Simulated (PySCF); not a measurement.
```xyz
4
charge 0 multiplicity 1, angstrom
La    0.0000    0.0000   -0.1272
F     2.0877    0.0000    0.3603
F    -1.0439    1.8080    0.3603
F    -1.0439   -1.8080    0.3603
```

Computed with PySCF, PBE0, basis La def2-TZVP with ECP46, F def2-TZVP (scalar-relativistic core potentials, no spin–orbit coupling, density fitting).

This geometry of LaF3 is a stationary point at this level.

(1) What is the point group?

(2) Is it a minimum?

(3) Which band is strongest in the infrared?

(4) What are the dipole moment and the gap between the highest occupied and lowest empty levels?

(5) Give the ideal-gas entropy at 298.15 K and 1 bar by parts.

Results:

(1) C3v.

(2) Yes: all harmonic wavenumbers are real.

(3) 522 cm⁻¹ (e), 440 km/mol.

(4) 4.14 D and 7.75 eV.

(5) translation 174.7, rotation 103.0, vibration 49.4, spin 0.0; total 327.1 J/(mol K).

This need not be the most stable arrangement of these atoms.
